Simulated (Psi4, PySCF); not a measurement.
Approach curve of the dimer H2 ··· HBr (SMILES [H][H] and Br). Monomers: optimised at B3LYP-D3(BJ) (def2-TZVP), held rigid. Orientation: a random orientation, not optimised. Only R, the distance of the centres of mass, is varied, so the lowest point isn't the relaxed dimer.

Geometry at R = 3.46 Å (first 2 atoms: monomer A):
```
4

H      0.3719     0.0000     0.0000
H     -0.3719     0.0000     0.0000
Br    -0.4203    -0.4869    -3.4189
H     -0.4838    -1.0338    -2.1047
```

- RKS-B3LYP/6-31G* = restricted B3LYP/6-31G*, spherical d, no counterpoise correction (PySCF)
- B3LYP-D3(BJ)/def2-TZVP, counterpoise-corrected (Psi4)
- CCSD(T)/aug-cc-pVDZ = Psi4 with DF-CCSD(T)/aug-cc-pVDZ, frozen core, counterpoise-corrected

Interaction energies in kJ/mol:

```
R / Å  RKS-B3LYP/6-31G*  B3LYP-D3(BJ)/def2-TZVP
-----  ----------------  ----------------------
2.86              20.53                   15.46
3.09               8.61                    5.52
3.23               4.85                    2.43
3.46               1.72                   -0.07
3.66               0.62                   -0.84
3.86               0.18                   -1.03
4.14               0.01                   -0.91
4.47              -0.01                   -0.64
4.98              -0.01                   -0.35
5.62              -0.03                   -0.18
6.66              -0.03                   -0.08
7.93              -0.01                   -0.03
```

Task: Estimate the CCSD(T)/aug-cc-pVDZ values at these points.

Result: 2.86: 18.18; 3.09: 7.12; 3.23: 3.57; 3.46: 0.55; 3.66: -0.51; 3.86: -0.87; 4.14: -0.88; 4.47: -0.68; 4.98: -0.40; 5.62: -0.20; 6.66: -0.08; 7.93: -0.03 (kJ/mol).
